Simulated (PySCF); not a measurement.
# `CC=C=C=C=C(C)[Se]C`, C₈H₁₀Se

Geometry:
```json
{"atom": "C1", "x (Å)": "4.159", "y (Å)": "-0.613", "z (Å)": "0.481"}
{"atom": "C2", "x (Å)": "3.062", "y (Å)": "-0.424", "z (Å)": "-0.520"}
{"atom": "C3", "x (Å)": "1.912", "y (Å)": "0.178", "z (Å)": "-0.284"}
{"atom": "C4", "x (Å)": "0.796", "y (Å)": "0.766", "z (Å)": "-0.043"}
{"atom": "C5", "x (Å)": "-0.320", "y (Å)": "1.354", "z (Å)": "0.190"}
{"atom": "C6", "x (Å)": "-1.472", "y (Å)": "1.947", "z (Å)": "0.437"}
{"atom": "C7", "x (Å)": "-1.725", "y (Å)": "3.414", "z (Å)": "0.255"}
{"atom": "Se8", "x (Å)": "-2.985", "y (Å)": "0.969", "z (Å)": "1.069"}
{"atom": "C9", "x (Å)": "-2.195", "y (Å)": "-0.795", "z (Å)": "1.131"}
{"atom": "H10", "x (Å)": "4.375", "y (Å)": "-1.685", "z (Å)": "0.625"}
{"atom": "H11", "x (Å)": "5.093", "y (Å)": "-0.147", "z (Å)": "0.127"}
{"atom": "H12", "x (Å)": "3.897", "y (Å)": "-0.177", "z (Å)": "1.455"}
{"atom": "H13", "x (Å)": "3.238", "y (Å)": "-0.823", "z (Å)": "-1.530"}
{"atom": "H14", "x (Å)": "-2.038", "y (Å)": "3.877", "z (Å)": "1.205"}
{"atom": "H15", "x (Å)": "-0.818", "y (Å)": "3.922", "z (Å)": "-0.099"}
{"atom": "H16", "x (Å)": "-2.531", "y (Å)": "3.583", "z (Å)": "-0.477"}
{"atom": "H17", "x (Å)": "-1.342", "y (Å)": "-0.804", "z (Å)": "1.822"}
{"atom": "H18", "x (Å)": "-2.977", "y (Å)": "-1.476", "z (Å)": "1.494"}
{"atom": "H19", "x (Å)": "-1.869", "y (Å)": "-1.100", "z (Å)": "0.128"}
```

Method: PySCF 2.14.0, TDDFT CAM-B3LYP/aug-cc-pVDZ circular dichroism and optical rotation, one conformer, gas phase. Geometry: PBE0-D3(BJ)/def2-SVP.

The calculation is non-relativistic, which matters for the atoms heavier than Zn. No stereocentre is labelled: unless the shape is locked (an allene, a helicene, a hindered biaryl), the mirror image is equally populated and a measured rotation or CD is zero.

Task: List the lowest 12 singlet excitations with oscillator and rotatory strengths.

Result: Rotatory strengths R in 10⁻⁴⁰ esu² cm², velocity form and length form (origin at the centre of mass); f in length form.
| state | E (eV) | λ (nm) | f | R (velocity) | R (length) | main |
| --- | --- | --- | --- | --- | --- | --- |
| 1 | 3.19 | 389 | 0.0001 | -0.1 | -0.1 | HOMO→LUMO 0.91 |
| 2 | 3.99 | 311 | 0.000 | +0.4 | +0.3 | HOMO−1→LUMO+1 0.85 |
| 3 | 4.33 | 286 | 0.133 | +4.4 | +4.5 | HOMO→LUMO+1 0.72, HOMO−1→LUMO 0.19 |
| 4 | 4.65 | 267 | 0.0007 | +0.6 | +0.6 | HOMO→LUMO+2 0.23, HOMO→LUMO+12 0.19 |
| 5 | 5.03 | 246 | 0.032 | -31.5 | -31.8 | HOMO→LUMO+2 0.49, HOMO→LUMO+3 0.26 |
| 6 | 5.16 | 240 | 1.371 | -46.8 | -46.1 | HOMO−1→LUMO 0.65, HOMO→LUMO+1 0.14 |
| 7 | 5.27 | 235 | 0.010 | +13.1 | +13.3 | HOMO−2→LUMO 0.41, HOMO→LUMO+3 0.28 |
| 8 | 5.62 | 221 | 0.006 | +11.4 | +11.5 | HOMO→LUMO+4 0.53, HOMO→LUMO+6 0.15 |
| 9 | 5.67 | 218 | 0.003 | -3.6 | -3.7 | HOMO−1→LUMO+2 0.71 |
| 10 | 5.80 | 214 | 0.016 | -17.9 | -17.8 | HOMO→LUMO+5 0.70, HOMO→LUMO+8 0.18 |
| 11 | 5.88 | 211 | 0.006 | -6.3 | -6.5 | HOMO→LUMO+3 0.24, HOMO→LUMO+6 0.20 |
| 12 | 6.01 | 206 | 0.047 | +9.1 | +9.2 | HOMO→LUMO+7 0.15, HOMO→LUMO+6 0.12 |

Among the states computed, the strongest CD band (largest |R|) is state 6. The largest dissymmetry factor in size, g = 4R/(D+G), with D and G the electric and magnetic dipole strengths, is +0.018 for state 8 (velocity form, f = 0.005), among bands with |R| over 0.5. The mirror image has the same energies and oscillator strengths and all R with the opposite sign.
